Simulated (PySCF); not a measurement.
SnF4, SMILES [F][Sn]([F])([F])[F]. Atoms are numbered in the order given.

```xyz
5

F      1.0983    -1.0983     1.0983
Sn     0.0000     0.0000     0.0000
F     -1.0983    -1.0983    -1.0983
F     -1.0983     1.0983     1.0983
F      1.0983     1.0983    -1.0983
```
Charge 0, spin multiplicity 1.

Coordinates come from a PBE0-D3(BJ)/def2-SVP optimisation. The isomer is the one that the SMILES or the coordinates give; other isomers of the formula were not compared. The def2 effective core potentials stand for the cores of Sn; spin–orbit coupling is left out.

Computed with PBE0/def2-TZVP (PySCF).

ESP charges are fitted to the potential on shells at 1.4 to 2.0 van der Waals radii. Atomic charges (e):

```
atom  Mulliken  Löwdin  ESP fit
----  --------  ------  -------
F1         [?]   -0.21    -0.35
Sn2        [?]    0.84     1.39
F3         [?]   -0.21    -0.35
F4         [?]   -0.21    -0.35
F5         [?]   -0.21    -0.35
```

### Question
Complete the blanks. (The exact figures need the calculation; the answer reports its results.)

### Answer

- F1, Mulliken: -0.42
- Sn2, Mulliken: 1.70
- F3, Mulliken: -0.42
- F4, Mulliken: -0.42
- F5, Mulliken: -0.42
